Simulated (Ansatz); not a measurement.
Cartesian coordinates in Å:
```
F -0.252 1.704 0.833
Sc -0.013 0.088 0.043
Cl -0.570 -0.160 -2.156
Cl 0.835 -1.632 1.280
```

Charge 0, multiplicity 1.

List the PBE/def2-TZVPP orbital energies in eV (Ansatz). (Estimate.)

The calculation gave: Occupied: -4371.69, -2738.82, -2738.82, -659.83, -470.30, -388.56, -388.46, -388.45, -249.40, -249.40, -190.00, -190.00, -189.99, -189.99, -189.96, -189.96, -55.00, -34.60, -34.42, -34.16, -28.11, -19.90, -19.77, -10.55, -10.23, -10.18, -9.10, -8.64, -8.31, -8.21, -8.21, -7.91. Lowest empty: -4.01, -3.48, -3.14, -2.09, -1.99, -0.64, -0.38, 1.04.
